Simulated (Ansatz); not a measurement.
Species: sum formula SiN₃H₆, charge 0, multiplicity 2. It need not be the lowest isomer of its formula. SMILES: N[Si](N)N
Geometry from a B3LYP-D3(BJ)/def2-TZVP (Ansatz, a first-principles code) optimisation:
```xyz
10

Si    -0.0661     0.0566     0.4035
N     -0.6955     1.3745    -0.5274
N     -0.8267    -1.3935    -0.1604
N      1.6258    -0.0697     0.0553
H     -1.4991     1.8932    -0.2092
H     -0.0388     1.9696    -1.0109
H     -0.9489    -2.1839     0.4531
H     -1.5973    -1.3042    -0.8066
H      2.3062     0.4122     0.6217
H      1.9778    -0.9583    -0.2699
```
Charge 0, spin multiplicity 2.

Parts of the frozen-core correlation energy in cc-pV(D+d)Z (Ansatz, hartree). Frozen orbitals: 8; correlated occupied orbitals by spin: 13 and 12; virtual: 74 and 75. UHF or UKS for open shells. No spin-orbit coupling. Non-relativistic.

```
term                            value
-------------------------  ----------
reference (HF)             -455.83299
MP2 opposite-spin            -0.44582
MP2 same-spin                -0.14960
CCSD correlation             -0.63440
(T)                          -0.01630
T1 diagnostic                   0.015
largest doubles amplitude       0.023
<S^2> of the reference          0.756
```
